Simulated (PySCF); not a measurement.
## Partial charges of `CCOC(=O)O[Si@@H](C)Cl`

Compound: C4H9ClO3Si.
SMILES with atom numbers: `[CH3:1][CH2:2][O:3][C:4](=[O:5])[O:6][Si@@H:7]([CH3:8])[Cl:9]` (hydrogens: H10, H11, H12 on C1; H13, H14 on C2; H15 on Si7; H16, H17, H18 on C8)

Cartesian coordinates in Å at the GFN2-xTB level; atoms count from 1:
```
atom  x, y, z in Å
C1    -3.097   -0.788   -0.819
C2    -2.573   -0.426    0.562
O3    -1.191   -0.768    0.707
C4    -0.312    0.084    0.200
O5    -0.568    1.126   -0.332
O6     0.912   -0.376    0.388
Si7    2.286    0.355   -0.199
C8     3.640   -0.696    0.597
Cl9    2.286    0.183   -2.194
H10   -2.944   -1.847   -1.015
H11   -2.576   -0.209   -1.577
H12   -4.158   -0.565   -0.874
H13   -2.694    0.647    0.745
H14   -3.080   -0.998    1.341
H15    2.292    1.760    0.179
H16    4.620   -0.353    0.286
H17    3.549   -1.741    0.311
H18    3.598   -0.647    1.680
```

Density: PBE0/pcSseg-1 (PySCF); schemes: Mulliken, IAO, Hirshfeld and ESP-fitted. One conformer (not necessarily the lowest) at the GFN2-xTB geometry, without solvent, vibrations or thermal averaging.

Problem. Do the Mulliken, IAO, Hirshfeld and ESP-fitted schemes agree on where the charge is highest?

Solution. The schemes don't all agree: Mulliken Si7 (+0.931); IAO Si7 (+1.145); Hirshfeld Si7 (+0.428); ESP-fitted C4 (+0.949).

Problem. For which atoms does the sign change between the 4 schemes (beyond +0.03 e in one, beyond −0.03 e in another)?

Solution. C2.

Problem. What partial charge does each atom carry?

Solution. In e:

```json
{"atom": "C1", "environment": "methyl carbon", "Mulliken": "-0.311", "IAO": "-0.435", "Hirshfeld": "-0.123", "ESP-fitted": "-0.325"}
{"atom": "C2", "environment": "sp3 carbon bound to oxygen", "Mulliken": "+0.005", "IAO": "-0.055", "Hirshfeld": "+0.014", "ESP-fitted": "+0.319"}
{"atom": "O3", "environment": "oxygen singly bound to a carbonyl carbon", "Mulliken": "-0.446", "IAO": "-0.335", "Hirshfeld": "-0.107", "ESP-fitted": "-0.495"}
{"atom": "C4", "environment": "carbonate carbon", "Mulliken": "+0.744", "IAO": "+0.671", "Hirshfeld": "+0.267", "ESP-fitted": "+0.949"}
{"atom": "O5", "environment": "carbonate carbonyl oxygen", "Mulliken": "-0.450", "IAO": "-0.506", "Hirshfeld": "-0.270", "ESP-fitted": "-0.583"}
{"atom": "O6", "environment": "oxygen singly bound to a carbonyl carbon", "Mulliken": "-0.573", "IAO": "-0.585", "Hirshfeld": "-0.199", "ESP-fitted": "-0.474"}
{"atom": "Si7", "environment": "chlorine-bound silicon", "Mulliken": "+0.931", "IAO": "+1.145", "Hirshfeld": "+0.428", "ESP-fitted": "+0.671"}
{"atom": "C8", "environment": "Si-methyl carbon", "Mulliken": "-0.628", "IAO": "-0.740", "Hirshfeld": "-0.214", "ESP-fitted": "-0.616"}
{"atom": "Cl9", "environment": "silicon-bound chlorine", "Mulliken": "-0.301", "IAO": "-0.297", "Hirshfeld": "-0.109", "ESP-fitted": "-0.194"}
{"atom": "H10", "environment": "methyl hydrogen", "Mulliken": "+0.123", "IAO": "+0.148", "Hirshfeld": "+0.043", "ESP-fitted": "+0.102"}
{"atom": "H11", "environment": "methyl hydrogen", "Mulliken": "+0.139", "IAO": "+0.158", "Hirshfeld": "+0.042", "ESP-fitted": "+0.104"}
{"atom": "H12", "environment": "methyl hydrogen", "Mulliken": "+0.120", "IAO": "+0.152", "Hirshfeld": "+0.052", "ESP-fitted": "+0.080"}
{"atom": "H13", "environment": "methylene hydrogen", "Mulliken": "+0.131", "IAO": "+0.150", "Hirshfeld": "+0.042", "ESP-fitted": "+0.008"}
{"atom": "H14", "environment": "methylene hydrogen", "Mulliken": "+0.131", "IAO": "+0.157", "Hirshfeld": "+0.052", "ESP-fitted": "+0.035"}
{"atom": "H15", "environment": "Si–H hydrogen", "Mulliken": "-0.066", "IAO": "-0.133", "Hirshfeld": "-0.069", "ESP-fitted": "-0.089"}
{"atom": "H16", "environment": "methyl hydrogen", "Mulliken": "+0.145", "IAO": "+0.163", "Hirshfeld": "+0.046", "ESP-fitted": "+0.155"}
{"atom": "H17", "environment": "methyl hydrogen", "Mulliken": "+0.156", "IAO": "+0.171", "Hirshfeld": "+0.051", "ESP-fitted": "+0.173"}
{"atom": "H18", "environment": "methyl hydrogen", "Mulliken": "+0.151", "IAO": "+0.170", "Hirshfeld": "+0.052", "ESP-fitted": "+0.181"}
```

Mean size of the charges over all atoms: IAO 0.343 e, ESP-fitted 0.309 e, Mulliken 0.308 e, Hirshfeld 0.121 e. Each set sums to the total charge, 0, to within 0.001 e. The ESP scheme fits charges at the nuclei, held to the total charge, to the electrostatic potential on points at 1.4 to 2.0 times the van der Waals radii.

Problem. How closely do the schemes follow one another over all atoms?

Solution. Correlation coefficient and root-mean-square difference: Mulliken with IAO 0.99, 0.077 e; IAO with Hirshfeld 0.98, 0.284 e; Mulliken with Hirshfeld 0.98, 0.245 e; Mulliken with ESP-fitted 0.95, 0.125 e; Hirshfeld with ESP-fitted 0.93, 0.259 e; IAO with ESP-fitted 0.92, 0.178 e.

Problem. Sum the charges by element, for elements with more than one atom.

Solution. 
| element | atoms | Mulliken | IAO | Hirshfeld | ESP-fitted |
| --- | --- | --- | --- | --- | --- |
| C | 4 | -0.190 | -0.558 | -0.055 | +0.327 |
| O | 3 | -1.469 | -1.426 | -0.575 | -1.553 |
| H | 9 | +1.030 | +1.136 | +0.311 | +0.749 |
